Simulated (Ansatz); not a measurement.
Reaction (redistribution): `B[NH][GeH]([CH3])[F]` + `[CH3][Al]([CH3])[NH2]` → `[CH3][GeH]([NH2])[F]` + `B[NH][Al]([CH3])[CH3]`

Calculated with Ansatz (gas phase, PBE0-D4/def2-TZVP geometries, no zero-point term in ΔE). CBS: MP2 limit from def2 TZ/QZ plus the TZ coupled-cluster correction, frozen cores. Functionals use def2-TZVPP. For Ge outer-core shells are correlated without core-valence functions, which leaves a few kJ/mol of doubt a bond. Scalar relativity is left out up to krypton. One conformer a species, not always the lowest.

```
                species  PBE-D4 energy (Eh)
 `B[NH][GeH]([CH3])[F]`         -2298.37320
`[CH3][Al]([CH3])[NH2]`          -378.00905
 `[CH3][GeH]([NH2])[F]`         -2272.93425
`B[NH][Al]([CH3])[CH3]`          -403.44533
```

(1) Work out ΔE.

Largest T1 diagnostic among the species: 0.012.

## Answers

(1) ΔE = (-2272.93425) + (-403.44533) − (-2298.37320) − (-378.00905) = 0.00267 Eh = +7.0 kJ/mol. CCSD(T)/CBS gives +8.1 kJ/mol.
